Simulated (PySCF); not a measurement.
## Peak assignment

Molfile (atoms numbered from 1):
```
C4H10O4Si
     RDKit          3D

 19 18  0  0  0  0  0  0  0  0999 V2000
    2.3335   -0.7436    0.9531 C   0  0  0  0  0  0  0  0  0  0  0  0
    2.1583    0.5403    0.4192 O   0  0  0  0  0  0  0  0  0  0  0  0
    1.9936    1.0672   -1.0974 Si  0  0  0  0  0  4  0  0  0  0  0  0
    0.6762    0.6417   -1.9637 O   0  0  0  0  0  0  0  0  0  0  0  0
   -0.6624    0.8177   -1.6648 C   0  0  0  0  0  0  0  0  0  0  0  0
   -1.1615   -0.1745   -0.6265 C   0  0  0  0  0  0  0  0  0  0  0  0
   -0.5577   -1.1338   -0.2325 O   0  0  0  0  0  0  0  0  0  0  0  0
   -2.3879    0.1580   -0.2133 O   0  0  0  0  0  0  0  0  0  0  0  0
   -2.9816   -0.7116    0.7457 C   0  0  0  0  0  0  0  0  0  0  0  0
    3.2415   -1.2016    0.5552 H   0  0  0  0  0  0  0  0  0  0  0  0
    2.4255   -0.6441    2.0361 H   0  0  0  0  0  0  0  0  0  0  0  0
    1.4783   -1.3773    0.7142 H   0  0  0  0  0  0  0  0  0  0  0  0
    1.9797    2.4902   -0.7818 H   0  0  0  0  0  0  0  0  0  0  0  0
    2.9718    0.5584   -2.0444 H   0  0  0  0  0  0  0  0  0  0  0  0
   -1.2434    0.6586   -2.5823 H   0  0  0  0  0  0  0  0  0  0  0  0
   -0.8694    1.8307   -1.2992 H   0  0  0  0  0  0  0  0  0  0  0  0
   -2.3593   -0.7688    1.6409 H   0  0  0  0  0  0  0  0  0  0  0  0
   -3.9526   -0.2838    0.9799 H   0  0  0  0  0  0  0  0  0  0  0  0
   -3.0923   -1.7142    0.3286 H   0  0  0  0  0  0  0  0  0  0  0  0
  1  2  1  0
  2  3  1  0
  3  4  1  0
  4  5  1  0
  5  6  1  0
  6  7  2  0
  6  8  1  0
  8  9  1  0
  1 10  1  0
  1 11  1  0
  1 12  1  0
  3 13  1  0
  3 14  1  0
  5 15  1  0
  5 16  1  0
  9 17  1  0
  9 18  1  0
  9 19  1  0
M  END
```

[PySCF 2.14.0 with density-fitted response routines: geometry from GFN2-xTB; σ from GIAO-PBE0/pcSseg-1; gas phase; equivalent nuclei averaged; non-relativistic Hamiltonian; one conformer]

Chemical shifts δ = σref − σ; ¹³C (σ = 186.93 ppm) and ¹H (σ = 31.72 ppm) vs TMS, all at this level.

(1) Assign these signals to the numbered atoms. ¹³C{¹H} NMR (computed): δ 181.0 (C), 66.1 (CH2), 54.3 (CH3), 53.7 (CH3).

(2) Assign these signals to the numbered atoms. ¹H NMR (300 MHz, computed): δ 4.56 (s, 2H), 4.56 (s, 2H), 4.13 (s, 3H), 3.99 (s, 3H).

## Answers

(1) 
| δ (ppm) | atoms | environment | reason |
| --- | --- | --- | --- |
| 181.0 | C6 | ester carbonyl carbon | lone-pair donation from the attached heteroatom keeps it upfield of a ketone carbonyl |
| 66.1 | C5 | sp3 CH2 bonded to O, α to a carbonyl | deshielded by the electronegative neighbour |
| 54.3 | C9 | methyl carbon bonded to O | pulled downfield by the heteroatom |
| 53.7 | C1 | methyl carbon bonded to O | – |

C9 and C1 lie closer than the usual error of such a calculation, so a measured spectrum could show them in the other order.

(2) 
| δ (ppm) | atoms | environment | reason |
| --- | --- | --- | --- |
| 4.56 | H13/H14 | hydrogen on a silicon bonded to 2 O | – |
| 4.56 | H15/H16 | hydrogen on an sp3 CH2 bonded to O, α to a carbonyl | its carbon carries O, an electronegative neighbour |
| 4.13 | H10/H11/H12 | hydrogen on a methyl carbon bonded to O | its carbon carries O, hence the downfield position |
| 3.99 | H17/H18/H19 | hydrogen on a methyl carbon bonded to O | – |

H13/H14 and H15/H16 lie closer than the usual error of such a calculation, so a measured spectrum could show them in the other order.

Shifts are as computed. Against solution values, carbons near 30 ppm lie about +3 ppm off and those near 130 ppm about +5 ppm. Of 1211 compounds with measured shifts, 218 miss one by over three times the rms of a fit or turn the order of signals round; such compounds aren't used in these exercises. No couplings were computed; multiplicities are counted from neighbouring protons, with m where these are inequivalent, close in shift, in a saturated or five-membered ring or joined by F or P, and br s for small geminal =CH2 splittings.
